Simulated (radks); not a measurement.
Effect of the nuclear size on the niobium ion Nb36+, [He] 2s2 2p1. Method: Dirac Kohn-Sham, BLYP, spin-unpolarised, spherical densities, finite nucleus; open shells are shared between the two j in proportion to 2j + 1; Fermi nuclear charge, rms radius 4.324 fm; computed with a radial shooting solver on a logarithmic mesh with Libxc functionals. The rms radius is varied about that value; shifts are against it.

| rms radius (fm) | total energy shift (eV) | density at nucleus (e/bohr^3) | 1s1/2 shift (meV) | 2s1/2 shift (meV) | 2p1/2 shift (meV) | 2p3/2 shift (meV) | 3s1/2 (empty) shift (meV) |
|---|---|---|---|---|---|---|---|
| 3.4808 | -0.447 | 8.421e+04 | -191 | -23.4 | 1.00 | 1.30 | -6.61 |
| 4.0559 | -0.152 | 8.288e+04 | -64.7 | -7.94 | 0.340 | 0.440 | -2.24 |
| 4.324 | 0 | 8.234e+04 | 0.000 | 0.000 | 0.000 | 0.000 | 0.000 |
| 4.7218 | 0.241 | 8.159e+04 | 103 | 12.6 | -0.541 | -0.700 | 3.56 |
| 5.1672 | 0.533 | 8.083e+04 | 228 | 27.9 | -1.20 | -1.55 | 7.88 |

Slopes of the eigenvalues against <r^2> in GHz/fm^2, as finite differences over the two radii next to the reference (eigenvalue slopes, not the field-shift constants of lines): 1s1/2 6930, 2s1/2 851, 2p1/2 -36.5, 2p3/2 -47.2, 3s1/2 (empty) 240.
